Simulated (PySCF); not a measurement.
Stepwise substitution at one centre (Ga F-SiH3). Isolated molecules, 0 K electronic values unless said otherwise. Strings in code marks are SMILES.

Method: r2SCAN-D4/def2-TZVP run with PySCF. Delta-SCF ions had no search for a lower state. Excitations are Tamm–Dancoff values on a coarser integration grid. The basis has no diffuse functions, so Rydberg states are missing or too high.

| species | vertical ionisation energy (Delta-SCF) (eV) | LUMO (eV) | dipole moment (D) | S1 excitation (TDA) (eV) | HOMO (eV) | S1 oscillator strength |
|---|---|---|---|---|---|---|
| 0 of 3 F replaced by SiH3 | – | -3.03 | ___ | 7.17 | -10.16 | 0.000 |
| 1 of 3 F replaced by SiH3 (`[F][Ga]([F])[SiH3]`) | 11.08 | -2.36 | 3.55 | 6.14 | -8.13 | 0.056 |
| 2 of 3 F replaced by SiH3 (`[F][Ga]([SiH3])[SiH3]`) | ___ | ___ | 2.11 | 3.98 | ___ | 0.000 |
| 3 of 3 F replaced by SiH3 | 8.88 | -3.26 | ___ | 3.40 | -6.52 | 0.000 |

Problem. Fill in the missing entries.

Solution. 
- 0 of 3 F replaced by SiH3, dipole moment (D): 0.00
- 2 of 3 F replaced by SiH3 (`[F][Ga]([SiH3])[SiH3]`), vertical ionisation energy (Delta-SCF) (eV): 9.15
- 2 of 3 F replaced by SiH3 (`[F][Ga]([SiH3])[SiH3]`), LUMO (eV): -2.82
- 2 of 3 F replaced by SiH3 (`[F][Ga]([SiH3])[SiH3]`), HOMO (eV): -6.62
- 3 of 3 F replaced by SiH3, dipole moment (D): 0.12
